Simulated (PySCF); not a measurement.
Molecule: `InChI=1S/B2FH4N/c1-4-2-3/h2,4H,1H2`.

Structure with atom numbers: `[BH2:1][NH:2][BH:3][F:4]`. Hydrogens are named by the atom that carries them.

Geometry PBE0-D3(BJ)/def2-SVP throughout; GIAO in PySCF 2.14.0 with density-fitted response routines, gas phase, one conformer, non-relativistic; equivalent atoms averaged; functional PBE0.

(1) How do the absolute shieldings σ depend on the basis set? (ppm; last column core-seconds on shared hosts with different chips, so compare them loosely)

(2) Which nucleus moves most, in ppm?

(3) Taking the largest basis, IGLO-III (180 functions), as the yardstick, rank the others by their worst heavy-atom deviation.

Results:

(1) 
```tsv
basis set	functions	B1	B3	N2	F4	H(B1)	H(B3)	H(N2)	core-s
pcSseg-0	44	52.4	69.8	99.0	228.0	26.11	26.74	26.99	4.4
6-31G*	64	66.3	81.5	118.6	257.9	26.15	26.97	26.18	6.3
cc-pVDZ	76	64.6	80.3	114.5	255.4	25.68	26.60	25.10	7.1
def2-SVP	76	62.4	78.0	115.3	262.2	25.78	26.71	25.19	6.8
pcSseg-1	88	50.2	66.8	92.9	243.4	25.75	26.52	24.96	3.9
aug-cc-pVDZ	128	61.7	78.1	114.8	264.9	25.60	26.34	25.08	13
6-311+G(2d,p)	132	53.7	69.7	98.0	254.0	25.84	26.54	25.45	14
def2-TZVP	148	53.1	69.9	98.0	251.7	25.78	26.50	25.46	16
cc-pVTZ	176	54.1	70.5	99.1	251.2	25.71	26.44	25.05	19
IGLO-III	180	47.7	65.5	92.1	249.6	25.74	26.42	25.20	19
```

(2) F4 (fluorine bonded to B): from 228.0 ppm with pcSseg-0 to 264.9 ppm with aug-cc-pVDZ. The smallest spread is 0.54 ppm, at H(B1).

(3) def2-TZVP 5.9 ppm (148 functions), 6-311+G(2d,p) 6.0 ppm (132 functions), pcSseg-1 6.2 ppm (88 functions), cc-pVTZ 7.0 ppm (176 functions), pcSseg-0 21.6 ppm (44 functions), cc-pVDZ 22.4 ppm (76 functions), aug-cc-pVDZ 22.7 ppm (128 functions), def2-SVP 23.2 ppm (76 functions), 6-31G* 26.5 ppm (64 functions).

A small basis that lands close on one nucleus may do so by chance; judge by the trend and by all nuclei.
